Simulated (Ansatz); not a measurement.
One change: `CNBBr` becomes `CNBS`.

Ansatz, PBE0-D4/def2-TZVP geometries, multiplicity 1. Each molecule was computed in one conformer, which needn't be the lowest.

Scalar relativity is left out up to krypton.

| property | `CNBBr` |
| --- | --- |
| HOMO energy (B3LYP/def2-TZVPP) / eV | -7.43 |
| LUMO energy (B3LYP/def2-TZVPP) / eV | -0.16 |
| zero-point energy (PBE0-D4/def2-TZVP) / kJ/mol | 182.0 |
| HOMO energy (ωB97M-V/def2-TZVPP) / eV | -9.90 |
| size of the dipole moment (B3LYP/def2-TZVPP) / D | 3.06 |
| LUMO energy (ωB97M-V/def2-TZVPP) / eV | 1.93 |

Problem. What does the change do to each property? (An estimate is asked.)

Solution. Ansatz gave: 
```csv
property,`CNBS`,shift
HOMO energy (B3LYP/def2-TZVPP) / eV,-6.66,0.77
LUMO energy (B3LYP/def2-TZVPP) / eV,0.28,0.44
zero-point energy (PBE0-D4/def2-TZVP) / kJ/mol,205.4,23.4
HOMO energy (ωB97M-V/def2-TZVPP) / eV,-9.08,0.82
size of the dipole moment (B3LYP/def2-TZVPP) / D,1.79,-1.27
LUMO energy (ωB97M-V/def2-TZVPP) / eV,2.21,0.28
```

With PBE0 the HOMO rises by 0.77 eV and the LUMO rises by 0.44 eV, so the gap narrows by about 0.33 eV. PBE moves the HOMO by 0.72 eV and ωB97M-V by 0.82 eV. The zero-point energy changes by 23.4 kJ/mol with +3 modes. Dipoles are sizes alone; their direction can turn.

B3LYP here is the variant with VWN-RPA as its local correlation; programs differ in this.

Spin–orbit coupling is left out; it splits and shifts lone-pair levels of the heavy atoms by tenths of an eV.
